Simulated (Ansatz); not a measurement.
Ansatz (a program for electronic structure) job for bromotrifluoromethane cation (CBrF3), SMILES BrC(F)(F)F (connectivity only; charge and spin as stated), charge +1, multiplicity 2, B3LYP-D3(BJ)/def2-SVP. 

Ansatz 0.2 input:
```yaml
crystal:
  periodic: [false, false, false]
  atoms:
    - {symbol: F, position_ang: [1.07766407, 0.62218964, -1.41010851]}
    - {symbol: C, position_ang: [-0.00000000, 0.00000000, -1.19937180]}
    - {symbol: F, position_ang: [0.00000001, -1.24437929, -1.41010851]}
    - {symbol: F, position_ang: [-1.07766408, 0.62218964, -1.41010851]}
    - {symbol: Br, position_ang: [0.00000000, 0.00000000, 1.29340459]}
basis:
  gaussian:
    orbitals: def2-SVP
hamiltonian:
  xc: b3lyp
  dispersion: d3bj
total_charge: 1
magnetization: {spin_polarized: true, initial_magnetization: 1}
relax: {f_tol: 0.002, max_steps: 200}
```

Output:

```
WARN ansatz: RAYON_NUM_THREADS=1 ignored (pool sized by the plan → 1); use --threads N
Functional definition: B3LYP
integrals: 0.03 GiB planned
919 factors; integrals over basis functions are off by at most 1.1e-4 eV
mean field: 0.64 GiB planned
mean field evaluation 1: about -79200.7821 eV, gradient 4.5e1 eV
mean field evaluation 2: about -79172.3712 eV, gradient 8.8e1 eV
mean field evaluation 4: about -79207.3408 eV, gradient 5.8e0 eV
mean field evaluation 8: about -79207.4804 eV, gradient 5.0e-1 eV
mean field evaluation 16: about -79207.4816 eV, gradient 1.4e-4 eV
mean field evaluation 32: about -79207.4815 eV, gradient 2.4e-2 eV
mean field -79207.48155550 eV, -2910.8212584054 hartree, gradient 2.2e-10 eV, S^2 0.753514; 2 other end points of the search recorded, 0 dependent functions left out
the calculation of the forces begins
reference -79207.48170959 eV, -2910.8212640680 hartree; 34, 33 occupied and 54, 55 virtual orbitals, 919 factors
relax step   1: F+E_penalty+E_count = -79207.62402095 eV  Δ(F+E_penalty+E_count) = +0.000e0 eV  max|allowed force component| = 6.336e-2 eV/Å  Δτ_max = 0.0000 Å  (246 SCF iters, accepted)
these checks for a lower state are left out or cut short: starts, cluster_reference, orbital_swaps, neighbouring_geometries, increment
integrals: 0.03 GiB planned
919 factors; integrals over basis functions are off by at most 1.2e-4 eV
mean field: 0.64 GiB planned
mean field evaluation 64: about -79207.4816 eV, gradient 9.3e-7 eV
mean field -79207.48159969 eV, -2910.8212600293 hartree, gradient 9.3e-7 eV, S^2 0.753447; 0 other end points of the search recorded, 0 dependent functions left out
the calculation of the forces begins
reference -79207.48175339 eV, -2910.8212656776 hartree; 34, 33 occupied and 54, 55 virtual orbitals, 919 factors
relax step   2: F+E_penalty+E_count = -79207.62408478 eV  Δ(F+E_penalty+E_count) = -6.383e-5 eV  max|allowed force component| = 1.187e-1 eV/Å  Δτ_max = 0.0243 Å  (59 SCF iters, accepted)
these checks for a lower state are left out or cut short: starts, cluster_reference, orbital_swaps, neighbouring_geometries, increment
integrals: 0.03 GiB planned
919 factors; integrals over basis functions are off by at most 1.2e-4 eV
mean field: 0.64 GiB planned
mean field -79207.48267450 eV, -2910.8212995280 hartree, gradient 5.1e-6 eV, S^2 0.753472; 0 other end points of the search recorded, 0 dependent functions left out
the calculation of the forces begins
reference -79207.48282826 eV, -2910.8213051784 hartree; 34, 33 occupied and 54, 55 virtual orbitals, 919 factors
relax step   3: F+E_penalty+E_count = -79207.62510182 eV  Δ(F+E_penalty+E_count) = -1.017e-3 eV  max|allowed force component| = 5.727e-2 eV/Å  Δτ_max = 0.0116 Å  (56 SCF iters, accepted)
these checks for a lower state are left out or cut short: starts, cluster_reference, orbital_swaps, neighbouring_geometries, increment
integrals: 0.03 GiB planned
919 factors; integrals over basis functions are off by at most 1.2e-4 eV
mean field: 0.64 GiB planned
mean field -79207.48285778 eV, -2910.8213062633 hartree, gradient 7.6e-6 eV, S^2 0.753467; 0 other end points of the search recorded, 0 dependent functions left out
the calculation of the forces begins
reference -79207.48301145 eV, -2910.8213119105 hartree; 34, 33 occupied and 54, 55 virtual orbitals, 919 factors
relax step   4: F+E_penalty+E_count = -79207.62524432 eV  Δ(F+E_penalty+E_count) = -1.425e-4 eV  max|allowed force component| = 4.541e-2 eV/Å  Δτ_max = 0.0026 Å  (49 SCF iters, accepted)
these checks for a lower state are left out or cut short: starts, cluster_reference, orbital_swaps, neighbouring_geometries, increment
integrals: 0.03 GiB planned
919 factors; integrals over basis functions are off by at most 1.3e-4 eV
mean field: 0.64 GiB planned
mean field evaluation 96: about -79207.4833 eV, gradient 5.5e-6 eV
mean field -79207.48333325 eV, -2910.8213237364 hartree, gradient 5.5e-6 eV, S^2 0.753436; 0 other end points of the search recorded, 0 dependent functions left out
the calculation of the forces begins
reference -79207.48348647 eV, -2910.8213293670 hartree; 34, 33 occupied and 54, 55 virtual orbitals, 919 factors
relax step   5: F+E_penalty+E_count = -79207.62557088 eV  Δ(F+E_penalty+E_count) = -3.266e-4 eV  max|allowed force component| = 2.062e-2 eV/Å  Δτ_max = 0.0124 Å  (65 SCF iters, accepted)
these checks for a lower state are left out or cut short: starts, cluster_reference, orbital_swaps, neighbouring_geometries, increment
integrals: 0.03 GiB planned
919 factors; integrals over basis functions are off by at most 1.3e-4 eV
mean field: 0.64 GiB planned
mean field -79207.48327729 eV, -2910.8213216799 hartree, gradient 4.4e-6 eV, S^2 0.753422; 0 other end points of the search recorded, 0 dependent functions left out
the calculation of the forces begins
reference -79207.48343035 eV, -2910.8213273048 hartree; 34, 33 occupied and 54, 55 virtual orbitals, 919 factors
relax step   6: F+E_penalty+E_count = -79207.62549582 eV  Δ(F+E_penalty+E_count) = +7.506e-5 eV  max|allowed force component| = 1.331e-2 eV/Å  Δτ_max = 0.0064 Å  (56 SCF iters, rejected (line search))
these checks for a lower state are left out or cut short: starts, cluster_reference, orbital_swaps, neighbouring_geometries, increment
integrals: 0.03 GiB planned
919 factors; integrals over basis functions are off by at most 1.3e-4 eV
mean field: 0.64 GiB planned
mean field -79207.48338767 eV, -2910.8213257365 hartree, gradient 9.6e-6 eV, S^2 0.753429; 0 other end points of the search recorded, 0 dependent functions left out
the calculation of the forces begins
reference -79207.48354078 eV, -2910.8213313631 hartree; 34, 33 occupied and 54, 55 virtual orbitals, 919 factors
relax step   7: F+E_penalty+E_count = -79207.62560024 eV  Δ(F+E_penalty+E_count) = -2.936e-5 eV  max|allowed force component| = 1.624e-2 eV/Å  Δτ_max = 0.0031 Å  (52 SCF iters, accepted)
these checks for a lower state are left out or cut short: starts, cluster_reference, orbital_swaps, neighbouring_geometries, increment
integrals: 0.03 GiB planned
919 factors; integrals over basis functions are off by at most 1.3e-4 eV
mean field: 0.64 GiB planned
mean field -79207.48339348 eV, -2910.8213259499 hartree, gradient 3.7e-6 eV, S^2 0.753425; 0 other end points of the search recorded, 0 dependent functions left out
the calculation of the forces begins
reference -79207.48354656 eV, -2910.8213315754 hartree; 34, 33 occupied and 54, 55 virtual orbitals, 919 factors
relax step   8: F+E_penalty+E_count = -79207.62560337 eV  Δ(F+E_penalty+E_count) = -3.126e-6 eV  max|allowed force component| = 2.973e-3 eV/Å  Δτ_max = 0.0009 Å  (61 SCF iters, accepted)
these checks for a lower state are left out or cut short: starts, cluster_reference, orbital_swaps, neighbouring_geometries, increment
integrals: 0.03 GiB planned
919 factors; integrals over basis functions are off by at most 1.3e-4 eV
mean field: 0.64 GiB planned
mean field evaluation 128: about -79207.4834 eV, gradient 1.3e-2 eV
mean field -79207.48339757 eV, -2910.8213261002 hartree, gradient 6.0e-6 eV, S^2 0.753426; 0 other end points of the search recorded, 0 dependent functions left out
the calculation of the forces begins
reference -79207.48355065 eV, -2910.8213317256 hartree; 34, 33 occupied and 54, 55 virtual orbitals, 919 factors
relax step   9: F+E_penalty+E_count = -79207.62560390 eV  Δ(F+E_penalty+E_count) = -5.280e-7 eV  max|allowed force component| = 1.425e-3 eV/Å  Δτ_max = 0.0001 Å  (48 SCF iters, accepted)
integrals: 0.03 GiB planned
919 factors; integrals over basis functions are off by at most 1.3e-4 eV
mean field: 0.64 GiB planned
mean field evaluation 160: about -79207.4819 eV, gradient 2.5e-2 eV
mean field -79207.48339757 eV, -2910.8213261002 hartree, gradient 6.0e-6 eV, S^2 0.753426; 3 other end points of the search recorded, 0 dependent functions left out
the calculation of the forces begins
reference -79207.48355065 eV, -2910.8213317256 hartree; 34, 33 occupied and 54, 55 virtual orbitals, 919 factors
Total energy: -79207.62575697 eV, -2910.8265577118 hartree
Atom 0 at     1.078604     0.622732    -1.419647 Å, force     0.001155     0.000667     0.000849 eV/Å
Atom 1 at     0.003647     0.002105    -1.184325 Å, force     0.000145     0.000084    -0.001381 eV/Å
Atom 2 at     0.002714    -1.244602    -1.398580 Å, force    -0.001296     0.000607     0.000555 eV/Å
Atom 3 at    -1.076499     0.624652    -1.398580 Å, force    -0.000122    -0.001425     0.000555 eV/Å
Atom 4 at    -0.008466    -0.004888     1.264840 Å, force     0.000117     0.000068    -0.000579 eV/Å
Dipole moment:     0.004447     0.002568    -0.181882 e Å
```

Self-consistency was reached.
